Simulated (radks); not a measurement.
Mg11+, 1 electrons, occupied as 1s1. Method: Dirac Kohn-Sham, PBE, spin-unpolarised, spherical densities, point nucleus; computed with a radial shooting solver on a logarithmic mesh with Libxc functionals.

Normalised radial functions P(r) = r R(r) (large component), r in bohr:

r,1s1/2
0.004173,0.3328
0.004858,0.3840
0.005656,0.4425
0.006584,0.5092
0.007665,0.5847
0.008923,0.6701
0.01039,0.7660
0.01209,0.8731
0.01408,0.9919
0.01639,1.1223
0.01908,1.2642
0.02204,1.4082
0.02565,1.5686
0.02986,1.7349
0.03477,1.9030
0.04047,2.0673
0.04712,2.2207
0.05485,2.3545
0.06386,2.4589
0.07434,2.5230
0.08654,2.5362
0.1007,2.4896
0.1173,2.3771
0.1365,2.1980
0.159,1.9580
0.1851,1.6702
0.2154,1.3549
0.2508,1.0366
0.292,0.7409
0.3399,0.4890
0.3957,0.2942
0.4606,0.1589

1s1/2: eigenvalue -1864.7 eV, 0 radial nodes, <r> = 0.126 bohr, 90 % of the charge inside 0.223 bohr.
